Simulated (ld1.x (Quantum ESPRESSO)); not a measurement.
## How hard is this Er (Z = 68) RRKJ potential?

| Property | Result |
| --- | --- |
| Element | erbium |
| Generator | ld1.x (Quantum ESPRESSO) 7.5 |
| Type | norm-conserving RRKJ (Kleinman–Bylander form) |
| Functional | PBE |
| Relativity | scalar-relativistic |
| Frozen core | [Kr] 4d10 |
| Valence charge | 22 |
| Reference configuration | 4f12 5s2 5p6 5d0 6s2 6p0 |
| Partial waves | 5s (bound): rc 2.05 bohr; 5p (bound): rc 2.40 bohr; 5d (bound, empty): rc 2.55 bohr; 4f (bound): rc 1.00 bohr |
| Local potential | all-electron potential smoothed inside 1.68 bohr (lloc = -2) |
| Core correction | Bessel-smoothed model core inside 0.85 bohr |

Occupied shells without a wave of their own: 6s. They enter only through the test configuration that unscreens the potential, and ld1.x also counts them in the model core charge.

The pseudo-atom Hamiltonian at the reference potential is diagonalised in spherical Bessel functions j_l(qr) that vanish at 20 bohr, with q² up to the cutoff. All-electron valence levels (Ry): 5s -3.8116, 6s -0.2816, 5p -1.9391, 6p -0.0833, 5d -0.0672, 4f -0.2304.

Question: How do the lowest levels (Ry) of each channel move with the cutoff, and are there ghosts?

Answer:

| cutoff (Ry) | s #1 | s #2 | s #3 | p #1 | p #2 | p #3 | d #1 | f #1 | f #2 | Σ f·Δε (mRy) |
| --- | --- | --- | --- | --- | --- | --- | --- | --- | --- | --- |
| 8 | -3.7342 | -0.2626 | 0.0044 | -1.7582 | -0.0727 | 0.0526 | -0.0327 | 0.0963 | 0.2086 | 5181.2 |
| 15 | -3.7747 | -0.2674 | 0.0037 | -1.9361 | -0.0808 | 0.0496 | -0.0643 | 0.0963 | 0.2086 | 4023.0 |
| 25 | -3.8103 | -0.2722 | 0.0029 | -1.9391 | -0.0809 | 0.0495 | -0.0672 | 0.0963 | 0.2086 | 3924.2 |
| 35 | -3.8114 | -0.2724 | 0.0029 | -1.9391 | -0.0809 | 0.0495 | -0.0672 | 0.0963 | 0.2086 | 3921.6 |
| 50 | -3.8116 | -0.2724 | 0.0029 | -1.9391 | -0.0809 | 0.0495 | -0.0672 | 0.0963 | 0.2086 | 3921.1 |
| 70 | -3.8116 | -0.2724 | 0.0029 | -1.9391 | -0.0809 | 0.0495 | -0.0672 | 0.0963 | 0.2086 | 3921.0 |
| 100 | -3.8116 | -0.2724 | 0.0029 | -1.9391 | -0.0809 | 0.0495 | -0.0672 | 0.0963 | 0.2085 | 3921.0 |
| 140 | -3.8116 | -0.2724 | 0.0029 | -1.9391 | -0.0809 | 0.0495 | -0.0672 | 0.0962 | 0.2074 | 3920.3 |
| 180 | -3.8116 | -0.2724 | 0.0029 | -1.9391 | -0.0809 | 0.0495 | -0.0672 | -0.1740 | 0.0964 | 677.2 |
| 260 | -3.8116 | -0.2724 | 0.0029 | -1.9391 | -0.0809 | 0.0495 | -0.0672 | -0.2290 | 0.0964 | 17.2 |
| 400 | -3.8116 | -0.2724 | 0.0029 | -1.9391 | -0.0809 | 0.0495 | -0.0672 | -0.2304 | 0.0964 | 0.0 |

Result: no extra level below or beside the all-electron valence levels (s, p, d, f tested); 10 mRy is reached at 300 Ry and 1 mRy at over 300 Ry.

ld1.x takes every shell without a wave as core, so the model core holds the 6s electrons as well and exchange and correlation see them twice. This cancels in the reference configuration, but the file is broken for other ones, and its errors say nothing about a proper core correction. No test is counted, since the test run did not reproduce the reference configuration.
